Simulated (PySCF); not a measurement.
Give a PBE0-D3(BJ)/def2-SVP geometry of `[Si@H]1(C)N[SiH2]CC1`.

```
atom  x, y, z in Å
C1     2.543    0.233    0.080
Si2    0.819   -0.293    0.592
C3    -0.198   -1.059   -0.809
C4    -1.686   -0.737   -0.563
Si5   -1.792    1.003    0.177
N6    -0.229    1.062    0.948
H7     3.152   -0.642   -0.199
H8     3.065    0.749    0.902
H9     2.502    0.918   -0.781
H10    0.951   -1.235    1.756
H11    0.143   -0.587   -1.747
H12   -0.022   -2.141   -0.924
H13   -2.296   -0.850   -1.474
H14   -2.107   -1.433    0.182
H15   -2.931    1.154    1.138
H16   -1.973    2.069   -0.865
H17    0.045    1.814    1.569
```

Any rigid rotation of these coordinates is as good. Atoms count from 1 in this order. The 5-membered ring Si2–C3–C4–Si5–N6 has internal angles of 98.2° to 114.9° (sum 528°, against 540° for a flat polygon); it is puckered, 0.17 Å rms from its mean plane, widest ring torsion 36°. Si2 (SiH silicon) is distorted tetrahedral (angles from 98.2° to 114.0°). N6 (nitrogen bridging silicon atoms) is planar (angles 122.6°, 122.5° and 114.9°, sum 360.0°, 0.01 Å off the plane of its three neighbours). Si5 (SiH2 silicon) is distorted tetrahedral (angles from 98.8° to 113.2°).

Bonds between heavy atoms (Å): C1–Si2 1.874, Si2–C3 1.893, C3–C4 1.542, C4–Si5 1.894, Si5–N6 1.743, Si2–N6 1.750.

Level of theory: PBE0-D3(BJ)/def2-SVP geometry optimisation, gas phase (PySCF).

Point group: C1 (no symmetry element, even within 0.4 Å). Whether it is a minimum is left open (no frequencies). One conformer, not necessarily the lowest (C1–Si2–C3–C4 -149°, Si2–C3–C4–Si5 36°, C3–C4–Si5–N6 -27°, C4–Si5–N6–Si2 7°).

Hardware: one thread, Arm Neoverse V1 (shared host). Cost: 45 s. This is the geometry optimisation.
